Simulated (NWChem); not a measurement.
All runs are NWChem calculations. System: aminoborane (H4BN), charge 0, spin multiplicity 1, at a geometry optimised with PBE0/def2-SVP. Level: MP2/3-21G, 2 core orbitals frozen.

Part of the output:

```
             Northwest Computational Chemistry Package (NWChem) 7.3.0
             --------------------------------------------------------

                                NWChem Input Module
                                -------------------

 Scaling coordinates for geometry "geometry" by  1.889725989
 (inverse scale =  0.529177249)

 Turning off AUTOSYM since
 SYMMETRY directive was detected!

                             Geometry "geometry" -> ""
                             -------------------------

 Output coordinates in angstroms (scale by  1.889725989 to convert to a.u.)

  No.       Tag          Charge          X              Y              Z
 ---- ---------------- ---------- -------------- -------------- --------------
    1 B                    5.0000     0.00000000     0.00000000     0.77616900
    2 N                    7.0000     0.00000000     0.00000000    -0.61117200
    3 H                    1.0000    -1.05745900     0.00000000     1.36449800
    4 H                    1.0000     1.05745900     0.00000000     1.36449800
    5 H                    1.0000     0.84635900     0.00000000    -1.16582000
    6 H                    1.0000    -0.84635900     0.00000000    -1.16582000

 Effective nuclear repulsion energy (a.u.)      32.1623911287

            Nuclear Dipole moment (a.u.)
            ----------------------------
        X                 Y               Z
 ---------------- ---------------- ----------------
     0.0000000000     0.0000000000    -0.0000056692

      Symmetry information
      --------------------

 Group name             C2v
 Group number             16
 Group order               4
 No. of unique centers     4

      Symmetry unique atoms

     1    2    3    5


 Summary of "ao basis" -> "" (spherical)
 ------------------------------------------------------------------------------
       Tag                 Description            Shells   Functions and Types
 ---------------- ------------------------------  ------  ---------------------
 *                           3-21g                    on all atoms

 Summary of "ao basis" -> "ao basis" (spherical)
 ------------------------------------------------------------------------------
       Tag                 Description            Shells   Functions and Types
 ---------------- ------------------------------  ------  ---------------------
 B                           3-21g                   5        9   3s2p
 N                           3-21g                   5        9   3s2p
 H                           3-21g                   2        2   2s

                                 NWChem SCF Module
                                 -----------------

  ao basis        = "ao basis"
  functions       =    26
  atoms           =     6
  closed shells   =     8
  open shells     =     0
  charge          =   0.00
  wavefunction    = RHF
  use symmetry    = T
  symmetry adapt  = T

 Summary of "ao basis" -> "ao basis" (spherical)
 ------------------------------------------------------------------------------
       Tag                 Description            Shells   Functions and Types
 ---------------- ------------------------------  ------  ---------------------
 B                           3-21g                   5        9   3s2p
 N                           3-21g                   5        9   3s2p
 H                           3-21g                   2        2   2s

      Symmetry analysis of basis
      --------------------------

        a1         14
        a2          0
        b1          8
        b2          4

 Forming initial guess at       0.0s

      Superposition of Atomic Density Guess
      -------------------------------------

 Sum of atomic energies:         -80.39435911

      Non-variational initial energy
      ------------------------------

 Total energy =     -81.317380
 1-e energy   =    -170.726048
 2-e energy   =      57.246278
 HOMO         =      -0.372404
 LUMO         =       0.049086

      Symmetry analysis of molecular orbitals - initial
      -------------------------------------------------

  Numbering of irreducible representations:

     1 a1          2 a2          3 b1          4 b2

  Orbital symmetries:
[...]
  ----- ------------  ---------------      ----- ------------  ---------------
     5      0.310966  1 B  pz                18     -0.250890  2 N  pz
    14     -0.247742  2 N  pz                 6      0.214000  1 B  s
    20      0.198315  3 H  s                 22      0.198315  4 H  s
    15     -0.176845  2 N  s                 19      0.167483  3 H  s
    21      0.167483  4 H  s

 Vector    7  Occ=2.000000D+00  E=-4.527311D-01  Symmetry=b1
              MO Center=  1.6D-16, -3.2D-33,  9.9D-01, r^2= 2.0D+00
   Bfn.  Coefficient  Atom+Function         Bfn.  Coefficient  Atom+Function
  ----- ------------  ---------------      ----- ------------  ---------------
     3      0.347842  1 B  px                20     -0.290816  3 H  s
    22      0.290816  4 H  s                 19     -0.214326  3 H  s
    21      0.214326  4 H  s                  7      0.182536  1 B  px

 Vector    8  Occ=2.000000D+00  E=-4.354958D-01  Symmetry=b2
              MO Center=  2.1D-33,  1.4D-16, -4.3D-01, r^2= 1.0D+00
   Bfn.  Coefficient  Atom+Function         Bfn.  Coefficient  Atom+Function
  ----- ------------  ---------------      ----- ------------  ---------------
    17      0.567669  2 N  py                13      0.443025  2 N  py
     4      0.156079  1 B  py                 8      0.154010  1 B  py

 Vector    9  Occ=0.000000D+00  E= 1.727956D-01  Symmetry=b2
              MO Center=  6.3D-31, -1.0D-15,  7.0D-01, r^2= 2.3D+00
   Bfn.  Coefficient  Atom+Function         Bfn.  Coefficient  Atom+Function
  ----- ------------  ---------------      ----- ------------  ---------------
     8      0.853743  1 B  py                17     -0.473611  2 N  py
     4      0.306637  1 B  py                13     -0.213833  2 N  py

 Vector   10  Occ=0.000000D+00  E= 2.650033D-01  Symmetry=a1
              MO Center= -1.8D-17,  3.0D-16, -8.5D-01, r^2= 3.2D+00
   Bfn.  Coefficient  Atom+Function         Bfn.  Coefficient  Atom+Function
  ----- ------------  ---------------      ----- ------------  ---------------
    15      1.550132  2 N  s                 24     -0.844396  5 H  s
    26     -0.844396  6 H  s                  9      0.619755  1 B  pz
    18     -0.314990  2 N  pz                20     -0.262013  3 H  s
    22     -0.262013  4 H  s

 Vector   11  Occ=0.000000D+00  E= 3.234669D-01  Symmetry=b1
              MO Center=  5.9D-16, -7.9D-33, -9.2D-01, r^2= 3.2D+00
   Bfn.  Coefficient  Atom+Function         Bfn.  Coefficient  Atom+Function
  ----- ------------  ---------------      ----- ------------  ---------------
    24      1.201924  5 H  s                 26     -1.201924  6 H  s
    16     -0.869372  2 N  px                20     -0.555881  3 H  s
    22      0.555881  4 H  s                  7     -0.519049  1 B  px
    12     -0.249899  2 N  px                 3     -0.197120  1 B  px

 center of mass
 --------------
 x =   0.00000000 y =   0.00000000 z =   0.02519746

 moments of inertia (a.u.)
 ------------------
          65.529889952060           0.000000000000           0.000000000000
           0.000000000000          78.734960089179           0.000000000000
           0.000000000000           0.000000000000          13.205070137119

  Mulliken analysis of the total density
  --------------------------------------

    Atom       Charge   Shell Charges
 -----------   ------   -------------------------------------------------------
    1 B    5     4.62   1.99  0.40  1.19  0.50  0.55
    2 N    7     7.89   1.99  0.37  1.85  1.28  2.40
    3 H    1     1.08   0.45  0.62
    4 H    1     1.08   0.45  0.62
    5 H    1     0.67   0.44  0.23
    6 H    1     0.67   0.44  0.23

       Multipole analysis of the density wrt the origin
       ------------------------------------------------

     L   x y z        total         open         nuclear
     -   - - -        -----         ----         -------
     0   0 0 0     -0.000000      0.000000     16.000000

     1   1 0 0      0.000000      0.000000      0.000000
     1   0 1 0     -0.000000      0.000000      0.000000
     1   0 0 1     -0.821921      0.000000     -0.000006

     2   2 0 0     -9.979387      0.000000     13.102543
     2   1 1 0      0.000000      0.000000      0.000000
     2   1 0 1     -0.000000      0.000000      0.000000
     2   0 2 0    -10.841749      0.000000      0.000000
     2   0 1 1     -0.000000      0.000000      0.000000
     2   0 0 2     -9.934403      0.000000     43.098790

                   NWChem MP2 Semi-direct Energy/Gradient Module
                   ---------------------------------------------

  Basis functions       =     26
  Molecular orbitals    =     26
  Frozen core           =      2
  Frozen virtuals       =      0
  Active alpha occupied =      6
  Active beta occupied  =      6
  Active alpha virtual  =     18
  Active beta virtual   =     18
  Use MO symmetry       = T
  Use skeleton AO sym   = T

  AO/Fock/Back tols     =   1.0D-09  1.0D-09  1.0D-09

 GA uses MA = F    GA memory limited = T

 Available:
  local mem=  1.26D+08
 global mem=  1.44D+08
 local disk=  0.00D+00
  mp2_memr nvloc                    18
  nvloc new                    18
   1 passes of   6:        2097152                       2370                    130087.
   1 passes of   6: M    126155284           G      144177848           F     124058132.

 Semi-direct pass number   1 of   1  for RHF alpha+beta  at        0.1s
  vrange nnbf                   351
  mp2_eaftype                    10  avail_ma_in_mb                  1099
 EAF : mp2_eaftype filesize          10      65044.
  mp2_eaf for mointskh                     10
Node 0 wrote      0.3 Mb in      0.0 s     Agg I/O rate:  2917.7 Mb/s
 Done moints_semi at        0.1s
  mp2_eaftype                    10  avail_ma_in_mb                  1089
 EAF : mp2_eaftype filesize          10      65044.
  mp2_eaf for kh                    10
 Done maket at        0.1s
 Done multipass loop at        0.1s

          -------------------------------------------
          SCF energy                 -81.042693885564
          Correlation energy          -0.165129018805
          Singlet pairs               -0.114896056512
          Triplet pairs               -0.050232962293
          Total MP2 energy           -81.207822904369
          -------------------------------------------

          ---------------------------------------------------
                    Spin Component Scaled (SCS) MP2
          Same spin pairs                     -0.033488641529
          Same spin scaling factor             0.333333333333
          Opposite spin pairs                 -0.131640377276
          Opposite spin scaling fact.          1.200000000000
          SCS-MP2 correlation energy          -0.169131333241
          Total SCS-MP2 energy               -81.211825218805
          ---------------------------------------------------

 -----------------------
 Performance information
 -----------------------

 Timer overhead =  1.48D-07 seconds/call

               Nr. of calls         CPU time (s)                 Wall time (s)                GFlops
             ---------------    -------------------     ------------------------------   -------------------
Name         Min   Avg   Max    Min     Avg     Max     Min     Avg     Max   Mx/calls   Min     Max     Sum
mp2: moin     1     1     1   2.16E-2 2.16E-2 2.16E-2  2.16E-2 2.16E-2 2.16E-2 2.16E-2   0.0     0.0     0.0
mp2: make     1     1     1   2.41E-3 2.41E-3 2.41E-3  2.41E-3 2.41E-3 2.41E-3 2.41E-3   0.0     0.0     0.0
mp2: tota     1     1     1   2.80E-2 2.80E-2 2.80E-2  2.80E-2 2.80E-2 2.80E-2 2.80E-2   0.0     0.0     0.0

 The average no. of pstat calls per process was 3.00D+00
 with a timing overhead of 4.45D-07s

 Task  times  cpu:        0.1s     wall:        0.1s

 Total times  cpu:        0.1s     wall:        0.1s
```

Task: Write an NWChem input that would produce this output.

Result: This is not unique; one that fits is 
```
start mol
memory heap 200 mb stack 900 mb global 1100 mb
geometry units angstroms nocenter noautoz
  B      0.000000     0.000000     0.776169
  N      0.000000     0.000000    -0.611172
  H     -1.057459     0.000000     1.364498
  H      1.057459     0.000000     1.364498
  H      0.846359     0.000000    -1.165820
  H     -0.846359     0.000000    -1.165820
  symmetry group C2v
end
basis spherical
  * library 3-21g
end
scf
  rhf
  nopen 0
  maxiter 100
  thresh 1e-7
  semidirect memsize 60000000 filesize 0
end
mp2
  freeze core 2
end
task mp2 energy
```
